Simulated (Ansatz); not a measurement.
The molecule PdN, multiplicity 4 (lowest of 2S+1 = 2, 4, 6 at CCSD(T)/def2-TZVPP on PBE0 minima; our sources give no spin for the ground state, which may be another). No spin–orbit coupling. The T1 diagnostic near the minimum is 0.046, so single-reference values are doubtful.

Constants: fifth-degree fit in 1/R to seven points, most abundant isotopes. Runs in def2 and cc sets follow the lowest solution found near the PBE0 minimum.

Programs: Ansatz (Gaussian basis) for Hartree–Fock, density functionals and correlated methods.  In def2 rows elements past Kr take small-core potentials, without spin–orbit coupling.

Energies at PBE0/def2-TZVPP:

| R (Å) | E (hartree) |
|---|---|
| 1.665454 | -182.47426286 |
| 1.710225 | -182.47869939 |
| 1.751413 | -182.48078540 |
| 1.797975 | -182.48135409 |
| 1.844536 | -182.48046816 |
| 1.898260 | -182.47811812 |
| 1.960938 | -182.47413469 |

Q: With a reduced mass of 12.3677 u, find the minimum, the force constant and the constants.

A: A fifth-degree polynomial in 1/R puts the minimum at r_e = 1.7908 Å with force constant 304 N/m. Then ω_e = (1/2πc)√(k/μ) = 646 cm⁻¹ and B_e = h/(8π²cμr_e²) = 0.4250 cm⁻¹; the cubic and quartic terms give α_e = 0.0044 and ω_e x_e = 5.4 cm⁻¹.

Ansatz is a first-principles code.
